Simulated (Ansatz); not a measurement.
C2H4BGa. Total charge 0; spin multiplicity 1. The bonds changed during the relaxation, so this is another structure than the one it started from. Geometry: relaxed with PBE0-D4/def2-TZVP.

```xyz
8

C    -0.215    1.093   -0.908
C     0.061   -0.064   -0.337
B     0.289   -1.289    0.358
Ga   -0.204    0.631    1.768
H    -0.892    1.176   -1.757
H     0.234    2.036   -0.584
H     1.195   -2.043    0.168
H    -0.468   -1.540    1.293
```

What is the dipole moment at r2SCAN/def2-TZVPP? (An estimate is asked.)

Ansatz gave: 1.79 D, with components (-0.34, 1.69, 0.49) D in this frame, pointing from negative to positive charge.

And with PBE, B3LYP, ωB97M-V? (Best estimate.)

The calculation gave: PBE 1.90 D, B3LYP 1.98 D, ωB97M-V 2.06 D.

Give the Mulliken charges with r2SCAN, B3LYP, PBE in def2-TZVPP. (An estimate is asked.)

Ansatz gave: 
```
atom  r2SCAN  B3LYP    PBE
  C1   -0.18  -0.25  -0.21
  C2   -0.04   0.00   0.04
  B3   -0.20  -0.25  -0.28
 Ga4    0.24   0.26   0.23
  H5    0.09   0.12   0.11
  H6    0.09   0.11   0.10
  H7    0.00   0.02   0.01
  H8   -0.02  -0.01   0.00
```

B3LYP here is the variant with VWN-RPA as its local correlation; programs differ in this.
